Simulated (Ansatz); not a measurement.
`[OH][AlH][Cl]` + dimethylamine → `C[N](C)[AlH][Cl]` + H₂O at 298.15 K and 1 bar (ligand exchange at the Al–O bond).

Program: Ansatz. Geometries: PBE0-D4/def2-TZVP. ΔE: electronic, gas phase. CBS: MP2 limit from def2 TZ/QZ plus the TZ coupled-cluster correction, frozen cores. This one scheme is used for every species. One conformer a species, not always the lowest.

```
           species  CCSD(T)/CBS energy (Eh)  H − E (kJ/mol)  S (J/(mol·K))
   `[OH][AlH][Cl]`               -778.29577            72.5          288.8
             `CNC`               -135.00321           256.9          271.4
`C[N](C)[AlH][Cl]`               -836.90351           261.1          354.4
               H₂O                -76.37941            66.4          188.7
```

H − E and S are ideal-gas, rigid-rotor, harmonic terms from PBE0-D4/def2-TZVP, for one conformer and one mirror image of each species. 1 Eh = 2625.50 kJ/mol, R = 8.31446 J/(mol·K).

Problem. By hand: ΔE, ΔH, ΔS and ΔG.

Solution. ΔE = (-836.90351) + (-76.37941) − (-778.29577) − (-135.00321) = 0.01606 Eh = 42.2 kJ/mol. Δ(H − E) = 261.1 + 66.4 − 72.5 − 256.9 = -1.9, so ΔH = 40.3 kJ/mol. ΔS = 354.4 + 188.7 − 288.8 − 271.4 = -17.1 J/(mol·K). ΔG = 40.3 − 298.15 × (-17.1)/1000 = 45.4 kJ/mol.

Problem. By hand: the equilibrium constant, and the temperature at which ΔG would vanish if ΔH and ΔS stayed fixed.

Solution. log₁₀ K = −ΔG/(RT ln 10) = -8.0. ΔH and −TΔS have one sign here, so there is no such temperature.

ΔH outweighs TΔS. A doubt of 5 kJ/mol in ΔE shifts log₁₀ K by 0.9 here. Other conformers and mirror images would add mixing entropy, several J/(mol·K) or more a flexible species. These are equilibria of isolated gas molecules and say nothing of rates. Largest T1 diagnostic: 0.011 (customary marks: 0.02 for closed shells, 0.045 for open ones).
